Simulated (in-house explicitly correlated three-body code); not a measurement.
Computed with an exponentially correlated three-body code. Model: two electrons around a point charge, non-relativistic, variational in 260 exponentially correlated functions (energies converged to about 1e-7 hartree, or 1e-8 relative for large Z).

For two electrons in a singlet the Kohn-Sham orbital is the square root of half the density, so the exact Kohn-Sham potential and energy parts follow from the density alone, and exchange is minus half the Hartree energy. The Kohn-Sham level equals minus the binding energy of the second electron.

Command:
```bash
python run_hyl.py task.json out
```
Settings (lengths in bohr, energies in hartree):
```
Z                      2.76
interaction_strength   1
functions              260
states_tried           13
```

Time taken, with all properties: 31 s on 1 thread of Intel(R) Xeon(R) Platinum 8488C (Sapphire Rapids) (shared host).

**Those bound S and P states to n = 4 that converged, binding against the one-electron ion.**

Given: nuclear charge 2.76.

Computed: one-electron threshold -3.8088 hartree.

```csv
term,energy (hartree),binding (eV),quantum defect
1 1S,-6.04729418,60.913,0.1682
2 3S,-4.2920715,13.15,0.2098
2 1S,-4.23222141,11.522,0.087457
2 3P,?,?,?
2 1P,?,?,?
3 3S,-4.00667305,5.3844,0.20228
3 1S,-3.99103576,4.9589,0.084716
3 3P,-3.98766184,4.8671,0.057349
3 1P,-3.97931615,4.64,-0.013803
4 3S,-3.91605889,2.9187,0.20002
4 1S,-3.90979651,2.7483,0.083984
4 3P,-3.90845275,2.7117,0.05767
4 1P,-3.90493276,2.6159,-0.013858
```

(1) What belongs in the row 2 3P?

(2) What belongs in the row 2 1P?

**Converged states only, values per electron or pair.**

| term | mean r (bohr) | mean r squared (bohr²) | mean inverse r (1/bohr) | mean r12 (bohr) | mean inverse r12 (1/bohr) | mean cosine | mean p1 dot p2 (bohr⁻²) | delta r1 (bohr⁻³) | delta r12 (bohr⁻³) |
| --- | --- | --- | --- | --- | --- | --- | --- | --- | --- |
| 1 1S | 0.63076 | 0.54246 | 2.448 | 0.95225 | 1.4183 | -0.047298 | 0.25759 | 5.2303 | 0.38894 |
| 2 3S | 1.6562 | 4.6672 | 1.6305 | 2.8473 | 0.41608 | -0.013384 | 0.01508 | 3.5381 | - |
| 2 1S | 1.8405 | 5.929 | 1.6098 | 3.1974 | 0.42141 | -0.014905 | 0.018755 | 3.5034 | 0.044131 |
| 2 3P | 1.5937 | 4.424 | 1.6104 | 2.7393 | 0.45211 | -0.05176 | -0.23248 | 3.2981 | - |
| 2 1P | 1.7173 | 5.201 | 1.5968 | 2.9438 | 0.43268 | 0.0067997 | 0.18667 | 3.3529 | 0.0061825 |
| 3 3S | 3.6187 | 25.643 | 1.4862 | 6.7252 | 0.19066 | -0.0039119 | 0.0040957 | 3.3972 | - |
| 3 1S | ? | ? | ? | ? | ? | ? | ? | ? | ? |
| 3 3P | 3.6757 | 26.947 | 1.4808 | 6.8436 | 0.19863 | -0.014007 | -0.060805 | 3.3332 | - |
| 3 1P | 3.8588 | 29.829 | 1.4769 | 7.1985 | 0.19375 | 0.0020177 | 0.055662 | 3.3479 | 0.002104 |
| 4 3S | ? | ? | ? | ? | ? | ? | ? | ? | - |
| 4 1S | 6.8096 | 96.376 | 1.4362 | 13.091 | 0.10835 | -0.0019522 | 0.002256 | 3.3644 | 0.0053439 |
| 4 3P | 6.6094 | 91.384 | 1.4363 | 12.694 | 0.11123 | -0.0056933 | -0.024397 | 3.3409 | - |
| 4 1P | 6.8533 | 98.442 | 1.4346 | 13.177 | 0.1093 | 0.00084163 | 0.023466 | 3.3468 | 0.00092775 |

(3) What belongs in the row 3 1S?

(4) What belongs in the row 4 3S?

**Electric-dipole lines between converged S and P states, rate of the upper state's decay.**

| s state | p state | p minus s (eV) | oscillator strength from s | rate (1/s) |
| --- | --- | --- | --- | --- |
| 1 1S | 2 1P | 50.514 | 0.4241 | 1.5652e+10 |
| 1 1S | 3 1P | 56.273 | 0.10452 | 4.7873e+09 |
| 1 1S | 4 1P | 58.297 | 0.04148 | 2.039e+09 |
| 2 1S | 2 1P | 1.1235 | 0.23729 | 4.3323e+06 |
| 2 1S | 3 1P | 6.8819 | 0.23938 | 1.6398e+08 |
| 2 1S | 4 1P | 8.906 | 0.06914 | 7.932e+07 |
| 3 1S | 2 1P | -5.4395 | -0.10167 | 1.3053e+08 |
| 3 1S | 3 1P | 0.31891 | 0.40295 | 592740 |
| 3 1S | 4 1P | 2.343 | 0.24439 | 1.9405e+07 |
| 4 1S | 2 1P | -7.6501 | -0.019821 | 5.0335e+07 |
| 4 1S | 3 1P | -1.8917 | -0.21954 | 3.4091e+07 |
| 4 1S | 4 1P | 0.13235 | 0.55628 | 140940 |
| 2 3S | 2 3P | 1.9981 | 0.34422 | 1.9877e+07 |
| 2 3S | 3 3P | 8.2834 | 0.16434 | 1.631e+08 |
| 2 3S | 4 3P | 10.439 | 0.052269 | 8.2382e+07 |
| 3 3S | 2 3P | -5.768 | -0.12924 | 1.8658e+08 |
| 3 3S | 3 3P | ? | ? | ? |
| 3 3S | 4 3P | 2.6727 | 0.16052 | 1.6585e+07 |
| 4 3S | 2 3P | -8.2337 | -0.023101 | 6.7957e+07 |
| 4 3S | 3 3P | ? | ? | ? |
| 4 3S | 4 3P | 0.20697 | 0.78515 | 486490 |

(5) What belongs in the row 3 3S 3 3P?

(6) What belongs in the row 4 3S 3 3P?

**Density and exact potentials over r, pair density (one pair, times 4 pi r12^2) and exact minus Kohn-Sham pair density over r12.**

| radius (bohr) | radial density (electrons/bohr) | exchange potential (hartree) | intracule density (1/bohr) | Coulomb hole against Kohn-Sham (1/bohr) | correlation potential (hartree) |
| --- | --- | --- | --- | --- | --- |
| 0.078 | 0.52179 | -2.394 | 0.031128 | -0.01222 | -0.042 |
| 0.0909 | 0.6608 | -2.377 | 0.042348 | -0.01598 | -0.038 |
| 0.106 | 0.8282 | -2.3552 | 0.057591 | -0.02075 | -0.034 |
| 0.123 | 1.0177 | -2.3283 | 0.077365 | -0.02645 | -0.029 |
| 0.144 | 1.2464 | -2.2924 | 0.10538 | -0.03373 | -0.022 |
| 0.168 | 1.4929 | -2.2485 | 0.14181 | -0.04207 | -0.015 |
| 0.195 | 1.7435 | -2.1963 | 0.18768 | -0.05103 | -0.008 |
| 0.228 | 2.004 | -2.1299 | 0.24935 | -0.06079 | 0 |
| 0.265 | 2.2325 | -2.0538 | 0.32361 | -0.0695 | 0.008 |
| 0.309 | 2.4187 | -1.9628 | 0.4154 | -0.07617 | 0.015 |
| 0.361 | 2.5317 | -1.8569 | 0.52324 | -0.07853 | 0.021 |
| 0.42 | 2.5451 | -1.7414 | 0.63759 | -0.07444 | 0.024 |
| 0.49 | 2.4453 | -1.6127 | 0.75345 | -0.06215 | 0.026 |
| 0.571 | ? | ? | ? | ? | ? |
| 0.665 | 1.9218 | -1.3364 | 0.91553 | -0.01552 | 0.022 |
| 0.775 | 1.5459 | -1.1948 | 0.92387 | 0.01169 | 0.017 |
| 0.903 | 1.1509 | -1.0567 | 0.86442 | 0.03317 | 0.013 |
| 1.05 | 0.78788 | -0.9274 | 0.74096 | 0.04341 | 0.008 |
| 1.23 | ? | ? | ? | ? | ? |
| 1.43 | 0.2599 | -0.69507 | 0.38218 | 0.02945 | 0.003 |
| 1.67 | 0.12108 | -0.59739 | 0.22005 | 0.0155 | 0.002 |
| 1.94 | 0.049292 | -0.51504 | 0.10865 | 0.005494 | 0.001 |

(7) What belongs in the row 0.571?

(8) What belongs in the row 1.23?

## Answers

(1) energy (hartree): -4.2186436; binding (eV): 11.152; quantum defect: 0.056034.

(2) energy (hartree): -4.19093315; binding (eV): 10.398; quantum defect: -0.013216.

(3) mean r (bohr): 3.8981; mean r squared (bohr²): 30.068; mean inverse r (1/bohr): 1.4807; mean r12 (bohr): 7.2794; mean inverse r12 (1/bohr): 0.19122; mean cosine: -0.0046041; mean p1 dot p2 (bohr⁻²): 0.0054248; delta r1 (bohr⁻³): 3.3905; delta r12 (bohr⁻³): 0.01284.

(4) mean r (bohr): 6.4334; mean r squared (bohr²): 85.622; mean inverse r (1/bohr): 1.4385; mean r12 (bohr): 12.34; mean inverse r12 (1/bohr): 0.10831; mean cosine: -0.0016112; mean p1 dot p2 (bohr⁻²): 0.0016513; delta r1 (bohr⁻³): 3.3667.

(5) p minus s (eV): 0.51732; oscillator strength from s: 0.57271; rate (1/s): 2.2169e+06.

(6) p minus s (eV): -1.9484; oscillator strength from s: -0.27933; rate (1/s): 4.6015e+07.

(7) radial density (electrons/bohr): 2.2318; exchange potential (hartree): -1.4767; intracule density (1/bohr): 0.85237; Coulomb hole against Kohn-Sham (1/bohr): -0.04172; correlation potential (hartree): 0.025.

(8) radial density (electrons/bohr): 0.47483; exchange potential (hartree): -0.80232; intracule density (1/bohr): 0.56327; Coulomb hole against Kohn-Sham (1/bohr): 0.04086; correlation potential (hartree): 0.005.
